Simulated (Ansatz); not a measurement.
Q: Name a neutral molecule of C, F, O, Ti and H with HOMO–LUMO gap (ωB97M-V/def2-TZVPP) between 11.95 and 12.25 eV and LUMO energy (PBE0/def2-TZVPP) between -2.25 and -1.95 eV (Ansatz, PBE0-D4/def2-TZVP geometry).

A: `C[O][Ti]([F])([F])[F]` (12.11 eV, -2.12 eV). Other molecules can fit too; these were computed, each in one conformer that needn't be the lowest.
